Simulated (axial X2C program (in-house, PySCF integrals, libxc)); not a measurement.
Spin–orbit effects down a group: molecules with H (ions), PBE0

Computed with an axial X2C code built on PySCF integrals, spin-free (one-electron X2C) or two-component (2c: spin–orbit coupling with atomic mean-field Coulomb and Gaunt terms, which also bring small scalar terms), in Dyall basis sets with cores contracted in-house; open shells are unrestricted.

Basis sets: H dyall-v3z, O dyall-av3z, S dyall-av3z, Se dyall-cv3z, Te dyall-cv3z.

| molecule | spin-free state | Re (Å) | ωe (cm⁻¹) | De (eV) | 2c state | Re 2c (Å) | ωe 2c (cm⁻¹) | De 2c (eV) |
| --- | --- | --- | --- | --- | --- | --- | --- | --- |
| OH⁺ | M_S = 1, Λ = 0 | 1.033 | 3103.5 | 5.21 | Ω = 1 | 1.033 | 3103.6 | 5.21 |
| SH⁺ | M_S = 1, Λ = 0 | 1.372 | 2544.8 | 3.77 | Ω = 1 | 1.372 | 2544.3 | 3.77 |
| SeH⁺ | M_S = 1, Λ = 0 | 1.489 | 2329.5 | 3.26 | Ω = 1 | 1.489 | 2326.3 | 3.24 |
| TeH⁺ | M_S = 1, Λ = 0 | 1.671 | 2113.7 | 2.79 | Ω = 1 | 1.673 | 2100.7 | 2.68 |

Fragments in 2c: O + H+, S+ + H, Se+ + H, Te+ + H. Each entry is the lowest single determinant of a limited PBE0 search at one distance. De goes to single-determinant-based atoms at the same level (for ions the charge split of lowest energy) and is withheld (n/a) where an atom does not fit its ground term or J level. Main or longest-lived isotopes. One determinant is a doubtful description, or other states lie close, for OH⁺, SH⁺, SeH⁺, TeH⁺; these need not be ground states, and all values refer to the states named. Some open-shell Ω = 0 determinants are out of reach, so the Ω given for OH⁺, SH⁺, SeH⁺, TeH⁺ need not be the lowest component. With several unpaired electrons the Ω given is that of one determinant, not necessarily of the lowest component. Some light 2c atoms are not at their ground J level, so De misses part of their lowering (0.04 eV or less). The functionals have no current term, which raises determinants with orbital currents.
